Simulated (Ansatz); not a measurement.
Total energies of bis(4-tert-butylphenyl)iodonium hydroxide, `CC(C)(C)c1ccc([I+]c2ccc(C(C)(C)C)cc2)cc1.[OH-]` from Ansatz at PBE-D4/def2-TZVP, gas phase (1 Eh = 27.2114 eV = 2625.5 kJ/mol). The reference geometry is relaxed at PBE-D4/def2-SVP.

```csv
state,geometry,energy (Eh)
charge 0 singlet,reference,-1150.43107
charge 1 doublet,reference,-1150.15934
charge -1 doublet,reference,-1150.46268
charge -1 doublet,relaxed at PBE-D4/def2-SVP,-1150.49119
free C atom (triplet),–,-37.79597
free I atom (doublet),–,-297.66548
free H atom (doublet),–,-0.49962
free O atom (triplet),–,-75.00967
```

In the def2 sets I takes a core potential; there is no spin–orbit coupling. Single mean-field runs in def2-TZVP are fitted with def2-universal-jkfit.

**Question.** Work out the vertical ionisation energy to the doublet.

**Answer.** E(charge 1 doublet) − E(charge 0 singlet) = -1150.15934 − (-1150.43107) = 0.27173 Eh = 7.39 eV. For comparison, −ε of the highest occupied level is 5.38 eV at this level, 2.01 eV less.

**Question.** Work out the vertical electron affinity, to the doublet.

**Answer.** E(charge 0 singlet) − E(charge -1 doublet) = -1150.43107 − (-1150.46268) = 0.03161 Eh = 0.86 eV. The basis lacks diffuse functions, which makes affinities too small.

**Question.** Give the fundamental gap IE − EA, the Mulliken electronegativity (IE + EA)/2 and the hardness (IE − EA)/2.

**Answer.** From the values in Eh: IE − EA = 0.27173 − 0.03161 = 0.24012 Eh = 6.53 eV; (IE + EA)/2 = 4.13 eV; (IE − EA)/2 = 3.27 eV. The HOMO–LUMO gap of the same run is 2.39 eV, 4.14 eV smaller than the fundamental gap.

**Question.** How much does the charge -1 doublet relax, and what is the adiabatic electron affinity?

**Answer.** Relaxation: -1150.46268 − (-1150.49119) = 0.02851 Eh = 0.78 eV. Adiabatic electron affinity: 0.06012 Eh = 1.64 eV, without zero-point energy. Bonds change on the way (1 lost, 0 formed), so the relaxed form is another species. 

**Question.** What is the binding energy per atom against free atoms?

**Answer.** Atoms: 20 × (-37.79597) + 1 × (-297.66548) + 27 × (-0.49962) + 1 × (-75.00967) = -1142.08429 Eh. Binding: -1142.08429 − (-1150.43107) = 8.34678 Eh = 227.13 eV, or 4.64 eV for each of 49 atoms (no zero-point energy, no counterpoise term).

At PBE-D4/def2-TZVP the gap within one spin of the charge 1 doublet nearly closes, so an electron or hole may be smeared out by delocalisation error. At PBE-D4/def2-TZVP the highest occupied level of the charge -1 doublet lies above zero (up to 1.35 eV). By energy differences its removal costs 0.86 eV (vertical, to the charge 0 singlet, at PBE-D4/def2-TZVP); self-interaction error and the lack of diffuse functions both raise the level.
